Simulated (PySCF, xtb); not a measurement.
C3H10OSi2, SMILES C[SiH2][SiH2]C(C)=O. The values are those of a single conformer.

Harmonic wavenumbers (cm⁻¹) from GFN2-xTB in xtb at its own minimum, in rising order: 15, 18, 70, 125, 131, 142, 224, 349, 384, 425, 441, 464, 556, 578, 624, 638, 687, 744, 794, 804, 825, 830, 948, 964, 1133, 1358, 1373, 1452, 1457, 1490, 1492, 1718, 2160, 2171, 2216, 2235, 3016, 3022, 3032, 3034, 3037, 3042.

**Question.** What does PBE-D3(BJ)/def2-SVP run with PySCF give at its own minimum? (An estimate is asked for; the answer gives what the named calculation found.)

**Answer.** 6, 59, 71, 120, 152, 158, 248, 273, 367, 396, 431, 488, 569, 594, 640, 669, 673, 728, 842, 857, 885, 893, 915, 946, 1108, 1215, 1294, 1371, 1382, 1386, 1387, 1716, 2118, 2127, 2152, 2162, 2960, 2978, 3048, 3079, 3082, 3086. Paired by order, the mean absolute difference is 42 cm⁻¹ and the zero-point energies are 71.8 and 71.0 kcal/mol.
